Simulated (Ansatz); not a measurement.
Consider the atomization: `F[Si](F)(F)O[Si](Cl)(Cl)Cl` → 3 Cl• + 3 F• + O• + 2 Si•.

Calculated with Ansatz (gas phase, PBE0-D4/def2-TZVP geometries, no zero-point term in ΔE). CCSD(T)/CBS is the MP2 limit (def2-TZVPP, def2-QZVPP) plus CCSD(T) − MP2 in def2-TZVPP, frozen cores. This one scheme is used for every species, atoms too. Functionals use def2-TZVPP. No spin–orbit coupling; open shells (•) take unrestricted orbitals. Spin–orbit coupling would lower the free atoms: a little for Cl, F, O, Si. Each species was taken in one conformer, which may not be the lowest.

`F[Si](F)(F)O[Si](Cl)(Cl)Cl`:

Cartesian coordinates in Å:
```
F -1.171 -2.182 0.508
Si 0.250 -1.536 0.392
F 0.936 -2.068 -0.912
F 1.104 -1.973 1.627
O 0.141 0.058 0.364
Si -0.209 1.488 -0.297
Cl 1.140 1.904 -1.740
Cl -2.064 1.421 -1.094
Cl -0.127 2.887 1.152
```

```csv
species,r2SCAN0 energy (Eh)
`F[Si](F)(F)O[Si](Cl)(Cl)Cl`,-2334.70952
Cl•,-460.11637
F•,-99.72093
O•,-75.05636
Si•,-289.33975
```

(1) Work out ΔE.

Largest T1 diagnostic among the species: 0.012.

## Answers

(1) ΔE = 3 × (-460.11637) + 3 × (-99.72093) + 2 × (-289.33975) + (-75.05636) − (-2334.70952) = 1.46176 Eh = +3837.9 kJ/mol. CCSD(T)/CBS gives +3952.3 kJ/mol.

Leaving LDA and LC-ωPBE aside and taking each functional with its dispersion term where it has one, the values, not all of them listed here, spread over 234.8 kJ/mol, from BHLYP-D4 to PBE-D4. LDA lies +592.3 kJ/mol from PBE without D4, its usual overbinding. At CCSD(T), def2-SVP lies −435.0 kJ/mol from the extrapolated value and def2-TZVPP −148.3 kJ/mol: correlation converges slowly with the basis, and small sets miss more of it in the bonded molecule than in its fragments.

For atomizations the MP2-based limit and the directly extrapolated one differ by several kJ/mol either way, and by 10 to 25 for some Ge, Se and Sn compounds, so smaller differences from it don't rank the levels.
